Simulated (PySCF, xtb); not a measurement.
C7H15, SMILES [CH](CCCCC)C, multiplicity 2. One conformer was computed; it need not be the lowest.

Harmonic wavenumbers (cm⁻¹) from xtb with GFN2-xTB at its own minimum, in rising order: 44, 54, 74, 99, 128, 139, 233, 274, 347, 405, 439, 503, 770, 797, 869, 932, 950, 960, 986, 1003, 1026, 1078, 1103, 1124, 1171, 1183, 1215, 1241, 1258, 1278, 1287, 1299, 1335, 1350, 1370, 1398, 1416, 1465, 1479, 1488, 1493, 1497, 1501, 1505, 1508, 2873, 2945, 2949, 2956, 2964, 2967, 2974, 2978, 2979, 2988, 3024, 3030, 3032, 3037, 3099.

Problem. What does PBE-D3(BJ)/def2-SVP (PySCF 2.14.0) give at its own minimum? (The exact figures need the calculation; the answer reports its results.)

Solution. 43, 59, 92, 109, 135, 144, 250, 256, 340, 388, 421, 507, 721, 739, 811, 871, 896, 914, 939, 973, 997, 1029, 1061, 1089, 1132, 1139, 1178, 1196, 1239, 1261, 1270, 1277, 1307, 1319, 1345, 1352, 1357, 1393, 1401, 1407, 1410, 1414, 1420, 1426, 1434, 2876, 2926, 2940, 2952, 2958, 2963, 2975, 2976, 2985, 2998, 3012, 3042, 3047, 3057, 3093. Paired by order, the mean absolute difference is 31 cm⁻¹ and the zero-point energies are 125.6 and 123.3 kcal/mol.
